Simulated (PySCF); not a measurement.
dibromo-chloro-fluoromethane (CBr₂ClF), SMILES BrC(Cl)(Br)F. Atoms are numbered in the order given.

```xyz
5

F     -1.6695    -0.5948     0.0000
C     -0.3493    -0.4117     0.0000
Cl     0.4544    -1.9934     0.0000
Br     0.1342     0.5959    -1.6034
Br     0.1342     0.5959     1.6034
```
Charge 0, spin multiplicity 1.

The structure is a stationary point at TPSSh-D3(BJ)/def2-SVP.

Calculation: r2SCAN/def2-TZVP (PySCF).

Symmetry labels are those of the subgroup Cs that the program uses (full group Cs).

Computed valence orbital energies around the gap with their symmetry:
| orbital | symmetry | energy (eV) |
|---|---|---|
| HOMO−7 | A' | -10.71 |
| HOMO−6 | A" | -10.57 |
| HOMO−5 | A' | -9.19 |
| HOMO−4 | A" | -8.79 |
| HOMO−3 | A' | -8.53 |
| HOMO−2 | A' | -8.01 |
| HOMO−1 | A" | -7.79 |
| HOMO | A" | -7.49 |
| LUMO | A' | -3.03 |
| LUMO+1 | A" | -1.46 |
| LUMO+2 | A' | -0.84 |
| LUMO+3 | A' | 1.21 |
